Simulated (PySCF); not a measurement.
Working out the ionisation energy of Pd²⁺

Pd²⁺ [Kr] 4d8 (3F) → Pd³⁺ [Kr] 4d7 (4F). Computed with PySCF 2.14 in def2-TZVP with the def2 core potential (28 electrons) (6s4p3d1f, 40 functions), with scalar relativity through the core potential. Frozen: 4s2 4p6. Energies in hartree (1 hartree = 27.21139 eV):

| part | Pd²⁺ (lower) | Pd³⁺ (upper) |
| --- | --- | --- |
| UHF | -126.158662 | -125.012430 |
| MP2 opposite-spin | -0.094040 | -0.060722 |
| MP2 same-spin | -0.058860 | -0.049193 |

Task: What does Hartree-Fock give?

Result: (-125.012430) − (-126.158662) = 1.146232 hartree = 31.191 eV.

Task: What do MP2 and SCS-MP2 (6/5 opposite-spin, 1/3 same-spin) give?

Result: The opposite-spin parts differ by 0.907 eV and the same-spin parts by 0.263 eV. MP2: 31.191 + (0.907) + (0.263) = 32.361 eV. SCS-MP2: 31.191 + 1.2 × (0.907) + (0.263)/3 = 32.367 eV.

Reference: 32.93 eV (semi-empirical (NIST evaluation); NIST Atomic Spectra Database, ionization energies), between the lowest levels; spin-orbit coupling is absent from the calculation.

What remains against the reference includes basis incompleteness, the frozen core and correlation beyond second order.
